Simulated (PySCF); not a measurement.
A PySCF script (with the pyscf-properties extension) for the NMR shieldings of `[Si@@H]1(F)O[C@@H](C(C)(C)C)[SiH2]O1`, C5H13FO2Si2, on a GFN2-xTB geometry:

```python
import basis_set_exchange as bse
import numpy as np
from pyscf import gto, dft
from pyscf.prop import nmr

atoms = """
C    -1.249333   -0.858416   -1.580295
C    -0.872973   -0.053524   -0.331276
C    -1.027759   -0.944979    0.900625
C    -1.787730    1.166754   -0.217308
C     0.582472    0.432852   -0.469196
O     1.462399   -0.682302   -0.647817
Si    2.628679   -0.920581    0.433535
F     4.046693   -0.921638   -0.301006
O     2.526045    0.415260    1.365736
Si    1.340868    1.466840    0.980774
H    -2.250393   -1.272657   -1.480762
H    -0.545070   -1.674131   -1.721162
H    -1.223825   -0.226430   -2.465406
H    -2.052247   -1.302686    0.978105
H    -0.368448   -1.805820    0.823507
H    -0.782463   -0.400469    1.809347
H    -2.827532    0.850522   -0.179194
H    -1.661307    1.821446   -1.076581
H    -1.566022    1.737582    0.680803
H     0.643742    1.000138   -1.407336
H     2.503444   -2.100665    1.246108
H     0.532442    1.602537    2.182726
H     1.943564    2.697349    0.486152
"""
names = dict.fromkeys(["C", "O", "Si", "F", "H"], "pcSseg-1")
basis = {el: gto.basis.parse(bse.get_basis(n, elements=[el], fmt="nwchem")) for el, n in names.items()}
mol = gto.M(atom=atoms, basis=basis, charge=0, verbose=0)
mf = dft.RKS(mol, xc="PBE0")
mf.grids.level = 2
mf.grids.alignment = dft.numint.BLKSIZE   # the property module wants whole blocks of grid points
mf.conv_tol = 1e-9
mf.kernel()

calc = nmr.RKS(mf)   # GIAO
C = mf.mo_coeff
Co = C[:, mf.mo_occ > 0]
resp = mf.gen_response(singlet=True, hermi=2)
def vind(x):   # induced exchange potential for any number of trial vectors
    d = np.einsum("pi,xij,qj->xpq", C, 2 * x.reshape(-1, C.shape[1], Co.shape[1]), Co, optimize=True)
    return np.einsum("xpq,pi,qj->xij", resp(d - d.transpose(0, 2, 1)), C, Co, optimize=True).ravel()
mo1, _ = nmr.rhf.solve_mo1(calc, with_cphf=vind)
sigma = calc.kernel(mo1)
for i, s in enumerate(sigma):   # ppm
    w = np.linalg.eigvalsh((s + s.T) / 2)
    print("%2d %-2s iso %8.1f  s11 %8.1f  s22 %8.1f  s33 %8.1f" % (i, mol.atom_pure_symbol(i), w.mean(), *w))
```

Question: What does it print?

Answer: 
```
 0 C  iso    156.3  s11    132.1  s22    149.4  s33    187.4
 1 C  iso    150.0  s11    144.1  s22    146.4  s33    159.5
 2 C  iso    162.9  s11    146.7  s22    154.5  s33    187.4
 3 C  iso    160.7  s11    144.5  s22    148.1  s33    189.3
 4 C  iso    106.7  s11     74.1  s22     98.5  s33    147.6
 5 O  iso    264.1  s11    212.7  s22    276.7  s33    303.0
 6 Si iso    393.2  s11    366.5  s22    396.5  s33    416.7
 7 F  iso    307.3  s11    253.4  s22    272.5  s33    395.9
 8 O  iso    266.2  s11    204.5  s22    273.4  s33    320.9
 9 Si iso    368.1  s11    340.2  s22    347.4  s33    416.8
10 H  iso     30.9  s11     26.8  s22     28.6  s33     37.4
11 H  iso     29.7  s11     24.6  s22     29.7  s33     34.7
12 H  iso     31.0  s11     27.4  s22     27.8  s33     37.7
13 H  iso     31.0  s11     26.8  s22     28.6  s33     37.5
14 H  iso     30.6  s11     26.2  s22     30.2  s33     35.2
15 H  iso     30.9  s11     26.3  s22     29.5  s33     36.7
16 H  iso     30.7  s11     26.8  s22     27.9  s33     37.3
17 H  iso     31.1  s11     27.4  s22     28.3  s33     37.6
18 H  iso     31.2  s11     26.4  s22     30.0  s33     37.2
19 H  iso     27.7  s11     23.7  s22     28.2  s33     31.3
20 H  iso     27.2  s11     22.8  s22     24.9  s33     33.9
21 H  iso     26.5  s11     22.9  s22     25.8  s33     30.8
22 H  iso     26.6  s11     22.6  s22     24.5  s33     32.8
```

These numbers come from an equivalent density-fitted implementation of the same equations, which agrees with the script to about 0.01 ppm for H and up to a few tenths of a ppm for heavy atoms, so last digits may differ.

Size and cost of the density-fitted run: 249 basis functions, 84 s wall time on 1 thread of an Arm Neoverse V1, shared host; peak memory 1.1 GiB.
